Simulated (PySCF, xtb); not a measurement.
C₂H₅S, SMILES [CH2]SC, multiplicity 2. Atoms are numbered in the order given.

```xyz
8

C      1.4290     0.0624    -0.2922
S     -0.0163    -0.3079     0.5313
C     -1.2591     0.4057    -0.5730
H      2.3540    -0.3049     0.1449
H      1.4469     0.7872    -1.1031
H     -1.0952     1.4859    -0.6847
H     -1.2242    -0.0847    -1.5546
H     -2.2393     0.2340    -0.1117
```
Charge 0, spin multiplicity 2.

Geometry: PBE-D3(BJ)/def2-TZVP. The isomer is the one that the SMILES or the coordinates give; other isomers of the formula were not compared.

Computed with C-PCM-ωB97X/def2-SVP in PySCF 2.14.0.

The values are the electrostatic part of the solvation free energy, E(continuum) − E(gas) at the gas-phase geometry, in a cavity of scaled van der Waals radii (PySCF's table); cavitation and dispersion terms are not included. The dipole moment in vacuum is 1.45 D.

Computed values in water (ε = 78.36), toluene (ε = 2.37), acetonitrile (ε = 35.69):
| solvent | ε | ΔG(elec) (kcal/mol) | dipole (D) |
|---|---|---|---|
| water | 78.36 | -2.7 | 1.87 |
| toluene | 2.37 | -1.5 | 1.67 |
| acetonitrile | 35.69 | -2.7 | 1.86 |

For comparison, GFN2-xTB/ALPB(water) (xtb, at the GFN2-xTB geometry, all terms of that model) gives 0.1 kcal/mol.
